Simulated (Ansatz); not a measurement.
Cartesian coordinates in Å:
```
F -0.432 1.746 1.349
C -0.538 0.702 0.464
Si -0.093 0.763 -1.401
Al 0.302 -1.021 0.084
S 1.159 -2.842 0.911
H -1.591 0.341 0.450
H -1.070 1.252 -2.415
H 1.216 1.442 -1.616
H 1.046 -2.383 2.172
```

Charge 0, multiplicity 1.

Q: List the ωB97M-V/def2-TZVPP orbital energies in eV (Ansatz). (An estimate is asked.)

A: Ansatz gave: Occupied: -2427.18, -1806.89, -1532.93, -677.12, -283.01, -221.18, -164.28, -164.19, -164.13, -147.98, -117.50, -102.10, -102.08, -102.07, -77.14, -77.00, -76.98, -35.97, -23.35, -21.92, -17.55, -16.34, -15.33, -14.76, -14.38, -12.86, -12.25, -11.40, -10.48, -9.39, -8.67. Lowest empty: 0.05, 0.29, 1.52, 2.05, 2.67, 2.81, 3.20, 3.53.
